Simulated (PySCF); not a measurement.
Species: `C#C[SiH2]/C=C\[Si@@H](Cl)CC=C`. The columns A, B, C and D hold Mulliken, IAO, Hirshfeld and ESP-fitted charges (e) of one PBE0/pcSseg-1 density (PySCF), in a shuffled order. Coordinates in Å (GFN2-xTB); the density's dipole moment is (1.13, 1.43, 0.15) D.

```
atom       x       y       z       A       B       C       D
  C1   1.241   2.009  -1.295  -0.191  -0.315  -0.188  -0.070
  C2   1.865   1.088  -0.839  -0.195  -0.175  -0.327  -0.145
 Si3   2.873  -0.315  -0.171  +0.705  +0.475  +0.763  +0.359
  C4   2.253  -0.802   1.544  -0.409  -0.234  -0.401  -0.126
  C5   1.019  -1.171   1.883  -0.411  -0.309  -0.404  -0.129
 Si6  -0.494  -1.261   0.765  +0.880  +0.382  +0.933  +0.364
 Cl7  -1.715  -2.693   1.529  -0.333  -0.194  -0.318  -0.126
  C8  -1.411   0.420   0.812  -0.492  -0.257  -0.544  -0.161
  C9  -2.667   0.374   0.014  -0.247  -0.090  -0.126  -0.042
 C10  -2.789   0.852  -1.211  -0.161  -0.482  -0.334  -0.113
 H11   0.690   2.814  -1.690  +0.070  +0.297  +0.204  +0.101
 H12   4.261   0.153  -0.042  -0.081  -0.085  -0.106  -0.067
 H13   2.770  -1.446  -1.103  -0.046  -0.076  -0.108  -0.066
 H14   3.007  -0.791   2.327  +0.134  +0.144  +0.156  +0.046
 H15   0.837  -1.443   2.921  +0.139  +0.173  +0.159  +0.044
 H16  -0.184  -1.638  -0.614  -0.035  -0.025  -0.118  -0.071
 H17  -1.643   0.679   1.847  +0.159  +0.121  +0.158  +0.044
 H18  -0.744   1.185   0.417  +0.178  +0.128  +0.162  +0.035
 H19  -3.505  -0.117   0.491  +0.113  +0.140  +0.147  +0.041
 H20  -3.711   0.786  -1.763  +0.116  +0.188  +0.151  +0.044
 H21  -1.963   1.333  -1.709  +0.107  +0.195  +0.138  +0.037
```

Question: Which column most likely holds the ESP-fitted charges?

Answer: B. Σ q r misses the density's dipole by 0.05 D (B), 1.11 D (D), 1.80 D (C), 3.74 D (A). Charges fitted to the outside potential are the only set here that is tied to the molecule's multipoles.

Question: And the Hirshfeld charges?

Answer: D. The mean sizes are 0.106 e (D), 0.214 e (B), 0.248 e (A), 0.283 e (C), and Hirshfeld charges are commonly the smallest of these schemes.

As computed, A = Mulliken, B = ESP-fitted, C = IAO, D = Hirshfeld. Hydrogens on carbon: Mulliken +0.07 to +0.18, ESP-fitted +0.12 to +0.30, IAO +0.14 to +0.20, Hirshfeld +0.04 to +0.10 e.

The Hirshfeld scheme weights the molecular density at each point by an atom's share of the summed free-atom densities. The Mulliken scheme counts on each atom the diagonal of the density matrix times the overlap matrix over that atom's basis functions.

The structure is a single GFN2-xTB conformer in the gas phase; no vibrational or solvent corrections.

Shape of the structure used: `[CH:1]#[C:2][SiH2:3]/[CH:4]=[CH:5]\[Si@@H:6]([Cl:7])[CH2:8][CH:9]=[CH2:10]`: C2–Si3–C4–C5 57°, C4–C5–Si6–Cl7 152°, C5–Si6–C8–C9 -176°, Si6–C8–C9–C10 -100°.
